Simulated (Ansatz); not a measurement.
Basis sets compared for Mo(NH)2(OH)2 (MoN2O2H4). Charge 0, multiplicity 1. Geometry r2SCAN-D4/def2-SVP. Ansatz on 2 threads of Intel Xeon Platinum 8259CL on a shared host; times are rough, and most runs start from earlier orbitals.

```tsv
atom	x (Å)	y (Å)	z (Å)
Mo1	0.099	0.030	0.063
N2	-0.379	0.791	-1.423
N3	-1.013	-1.219	0.531
O4	0.109	1.325	1.449
O5	1.811	-0.735	-0.218
H6	-0.966	0.942	-2.242
H7	-1.843	-1.805	0.442
H8	0.169	2.261	1.213
H9	2.012	-1.591	0.185
```

In the def2 sets Mo takes a core potential; there is no spin–orbit coupling. The restricted singlet is unstable towards broken spin symmetry in Hartree–Fock (as tested in another run); at PBE-D4/def2-SVP, PBE-D4/def2-TZVP, PBE0-D4/def2-SVP, PBE0-D4/def2-TZVP this wasn't settled. No other spin state of charge 0 was run. Another isomer (singlet) lies 1.22 eV lower at PBE0-D4/def2-TZVP; other spin states weren't run for this one.

Binding counts from free atoms (Mo septet, N quartet, O triplet, H doublet) in the same basis, without a counterpoise term.

```json
{"level": "PBE-D4/def2-SVP", "functions": "107", "energy (Eh)": "-330.2332", "HOMO (eV)": "-6.15", "LUMO (eV)": "-1.82", "binding per atom (eV)": "4.16", "wall time": "2.7 s"}
{"level": "PBE0-D4/def2-SVP", "functions": "107", "energy (Eh)": "-330.1547", "HOMO (eV)": "-7.59", "LUMO (eV)": "-1.12", "binding per atom (eV)": "3.82", "wall time": "2.6 s"}
```

(1) Estimate the rows for PBE-D4/def2-TZVP (with forces), PBE0-D4/def2-TZVP.

Answers

(1) 
```tsv
level	functions	energy (Eh)	HOMO (eV)	LUMO (eV)	binding per atom (eV)	wall time
PBE-D4/def2-TZVP (with forces)	188	-330.5695	-6.35	-2.09	4.12	4.6 s
PBE0-D4/def2-TZVP	188	-330.4902	-7.72	-1.34	3.80	3.8 s
```
